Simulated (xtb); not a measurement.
xtb input:

```bash
xtb mol.xyz --gfn 2 --sp --chrg -1 --uhf 0
```
mol.xyz:
```
4

Cu    -0.21004369    -0.80891498    -0.00002792
Br     0.34863557     1.33076123    -0.00367545
O     -0.60910379    -2.53199087    -0.05834682
H     -1.23814762    -2.86218160     0.59622482
```

Problem. Predict the final energy.

Solution. -12.85885 Eh (GFN2-xTB).

This state (charge -1, singlet) is run at the relaxed geometry of the species with charge 0 and multiplicity 2.
